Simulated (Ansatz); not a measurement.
NbO3⁻. The state is a singlet with charge -1. Geometry r2SCAN-D4/def2-TZVPD.

```xyz
4

Nb    0.737    0.360   -0.245
O    -1.121    0.037   -0.738
O     0.805    0.798    1.418
O    -0.421   -1.196   -0.435
```

In the def2 sets Nb takes a core potential; there is no spin–orbit coupling. HSE06 is defined as in plane-wave codes, on full-range PBE exchange. The structure holds one bond between oxygen atoms, so isomers without such links may lie far lower. The restricted singlet is unstable towards broken spin symmetry at other levels; at LDA (SPW92)/def2-TZVPD, HSE06-D4/def2-TZVPD this wasn't settled. At LDA (SPW92)/def2-TZVPD, PBE-D4/def2-TZVPD, r2SCAN-D4/def2-TZVPD, HSE06-D4/def2-TZVPD the highest occupied level of the charge -1 singlet lies above zero (up to 0.78 eV). Its loss leaves the charge 0 doublet, which lies 1.39 eV higher (vertical, at PBE-D4/def2-TZVPD), but this difference is unsure: the doublet is doubtful (geometry relaxed on an unsound state). At PBE-D4/def2-TZVPD, r2SCAN-D4/def2-TZVPD, PBE0-D4/def2-TZVPD the restricted singlet is unstable: a solution with broken spin symmetry lies lower. The geometry of the singlet was relaxed on an unsound state (restricted singlet, unstable towards broken spin symmetry). At PBE0-D4/def2-TZVPD a triplet of charge -1 lies 0.64 eV below the restricted singlet, each at its own geometry. The structure comes from a short search, and lower isomers may exist.

(1) Estimate the orbital energies around the gap (eV) in Ansatz with LDA (SPW92)/def2-TZVPD, PBE-D4/def2-TZVPD, r2SCAN-D4/def2-TZVPD, PBE0-D4/def2-TZVPD, HSE06-D4/def2-TZVPD.

Answers

(1) 
```tsv
orbital	LDA (SPW92)/def2-TZVPD	PBE-D4/def2-TZVPD	r2SCAN-D4/def2-TZVPD	PBE0-D4/def2-TZVPD	HSE06-D4/def2-TZVPD
HOMO−5	-4.00	-3.79	-4.08	-5.30	-4.89
HOMO−4	-3.94	-3.76	-4.08	-5.29	-4.88
HOMO−3	-3.44	-3.25	-3.56	-4.76	-4.36
HOMO−2	-3.09	-2.90	-3.15	-4.27	-3.87
HOMO−1	-1.27	-1.09	-1.33	-2.54	-2.13
HOMO	0.64	0.78	0.64	-0.04	0.34
LUMO	0.91	1.10	1.17	1.95	1.57
LUMO+1	1.52	1.66	1.65	2.35	1.99
LUMO+2	2.87	3.04	3.24	3.61	3.29
LUMO+3	3.00	3.16	3.50	3.93	3.60
LUMO+4	3.38	3.48	3.76	4.05	3.75
LUMO+5	3.68	3.73	4.19	4.26	3.95
```
